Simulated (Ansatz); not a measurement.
H2SeZn (SMILES [ZnH][SeH]) moved off its minimum; all values from Ansatz (a quantum-chemistry and plane-wave program), cores frozen in correlated methods.
(charge 0, multiplicity 1)
```xyz
4

Zn    -0.75897    -0.50514    -0.75587
H     -1.71791    -1.26463    -1.92231
Se     0.78784     0.47406     0.76958
H      0.61259    -0.73799     1.53118
```

### Question
Give the forces (eV/Å), the total energy and the dipole at CCSD(T)/def2-TZVPPD.

### Answer

| atom | Fx | Fy | Fz |
|---|---|---|---|
| Zn1 | -0.356 | -0.406 | -0.795 |
| H2 | 0.854 | 0.746 | 1.156 |
| Se3 | -0.501 | 0.234 | -0.851 |
| H4 | 0.003 | -0.574 | 0.490 |
Energy -4179.4967 hartree, dipole 0.97 D.
